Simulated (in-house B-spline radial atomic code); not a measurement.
Atomic self-consistent-field run: In³⁺. Computed with a B-spline radial code for spherical atoms: scalar-relativistic (X2C) B97-1, spin-polarised, spherical fractional occupations, Fermi nucleus of rms radius 4.6156 fm.

Command:
```bash
python run_scf.py task.json out
```
Settings (nuclear radius in fm, mass in u):
```
Z                49
configuration    [Kr] 4d10
hamiltonian      x2c
method           b97_1
spin_polarised   True
nucleus          fermi
rms_radius       4.6156
atomic_mass      114.90388
speed_of_light   137.035999084
```

Output (hartree, bohr):
```
 radial grid: 69 intervals, B-splines of order 8, outer radius 28.1081 bohr

 iter        energy (Eh)    residual
    1       -5866.517336    4.97e-01
    2       -5871.754066    5.14e-01
    3       -5878.639798    9.86e-02
    4       -5878.880810    2.16e-02
    5       -5878.889607    7.77e-03
    6       -5878.890796    3.56e-03
    7       -5878.891120    8.66e-04
    8       -5878.891142    2.05e-05
    9       -5878.891142    4.82e-07

 total energy                     -5878.89114
 kinetic                            6177.4676
 electron-nucleus                 -14218.6809
 Hartree                            2322.7168
 exact exchange                      -33.1815
 exchange-correlation               -127.2132

 orbital      occ     eigenvalue          <r>       <r^2>       <1/r>       r_max
 1s up      1.000     -1022.0206    0.0291429  0.00115951     54.1266     0.01854
 1s down    1.000     -1022.0206    0.0291429  0.00115951     54.1266     0.01854
 2s up      1.000      -154.6933     0.128004   0.0193825     12.2574      0.1085
 2s down    1.000      -154.6933     0.128004   0.0193825     12.2574      0.1085
 2p up      3.000      -138.9779     0.111925   0.0153112     11.4278     0.08665
 2p down    3.000      -138.9779     0.111925   0.0153112     11.4278     0.08665
 3s up      1.000       -30.5403     0.348121    0.138714     4.27924      0.3156
 3s down    1.000       -30.5403     0.348121    0.138714     4.27924      0.3156
 3p up      3.000       -25.3602     0.346686    0.139597      4.0039      0.3089
 3p down    3.000       -25.3602     0.346686    0.139597      4.0039      0.3089
 3d up      5.000       -17.2924     0.324145    0.124835     3.75566      0.2581
 3d down    5.000       -17.2924     0.324145    0.124835     3.75566      0.2581
 4s up      1.000        -5.6720     0.849149    0.816405     1.64773        0.77
 4s down    1.000        -5.6720     0.849149    0.816405     1.64773        0.77
 4p up      3.000        -4.1084     0.921345    0.970448      1.4785      0.8165
 4p down    3.000        -4.1084     0.921345    0.970448      1.4785      0.8165
 4d up      5.000        -1.8321      1.14826     1.55952     1.15811      0.9312
 4d down    5.000        -1.8321      1.14826     1.55952     1.15811      0.9312
```

Run time, properties included: 0.45 s on 1 thread of Arm Neoverse V1, with other jobs on the host.

One-electron X2C: radii and densities carry no picture-change correction, so inner-shell <1/r> comes out high (for 1s by about 2 % at Z = 33, 5 % at 54, 10 % at 75, 30 % at 118) and <r> low.
